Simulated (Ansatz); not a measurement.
## Energy profile

The step: SiH₄O ([OH][SiH3]) + BH₂Br ([BH2][Br]) → BSiH₅O ([BH2][O][SiH3]) + HBr; bonds formed: Br2–H5; dative contacts that become bonds: B1–O6; bonds broken: B1–Br2, H5–O6 (atoms numbered as in the saddle structure below).

| atom | x (Å) | y (Å) | z (Å) |
| --- | --- | --- | --- |
| B1 | -0.2339 | -1.3038 | 0.2745 |
| Br2 | 2.1263 | -1.6617 | -0.0887 |
| H3 | -0.6678 | -2.2896 | -0.2289 |
| H4 | -0.3249 | -1.0734 | 1.4445 |
| H5 | 1.1249 | -0.5560 | -0.7254 |
| O6 | -0.1107 | -0.1386 | -0.6150 |
| Si7 | -0.4145 | 1.4361 | -0.1094 |
| H8 | 0.4617 | 1.7648 | 1.0400 |
| H9 | -0.1206 | 2.3031 | -1.2711 |
| H10 | -1.8407 | 1.5188 | 0.2796 |

Electronic energies by CCSD(T) at an estimated basis limit (MP2 extrapolated from triple and quadruple zeta, plus CCSD(T) − MP2 in triple zeta), on PBE0-D4/def2-TZVP structures; BSiH$_{6}$BrO, closed shell; no counterpoise correction. Computed with Ansatz 0.2.0 (basis: def2-TZVPP and def2-QZVPP); correlated methods freeze the cores. Filled d shells of the heavier atoms are correlated. The def2 sets are not built for correlating such inner shells, so the correlated values are less sure here. Extrapolation: Hartree–Fock as exp(−7.88 √X), correlation as X^−2.97.

**Question.** Give the profile in eV, counted from the separated reactants. (Judge from chemistry; the value comes from the calculation.)

**Answer.** By the calculation:
```tsv
point	eV
separated: BH$_{2}$Br (linked as [BH2][Br]; B1, Br2, H3, H4; singlet) + SiH$_{4}$O (linked as [OH][SiH3]; H5, O6, Si7, H8, H9, H10; singlet)	0.000
start structure	-0.613
saddle	0.204
end structure	-0.675
separated: BSiH$_{5}$O (linked as [BH2][O][SiH3]; B1, H3, H4, O6, Si7, H8, H9, H10; singlet) + HBr (Br2, H5; singlet)	-0.514
```

T1 diagnostic: at most 0.013.

The step is the kind of ligand exchange by which a precursor binds to a hydroxyl group, or is hydrolysed, in atomic layer deposition of oxides.

For scale, one of the runs: CCSD(T)/def2-TZVPP, 236 basis functions, launched by `ansatz run in.yaml --threads 8 --pin off --events-out ev --progress --plain --max-ram 19148MiB`. Hardware: 8 CPU threads of an Arm Neoverse V2, shared host. Wall time 73 s; peak host memory 4.4 GiB.
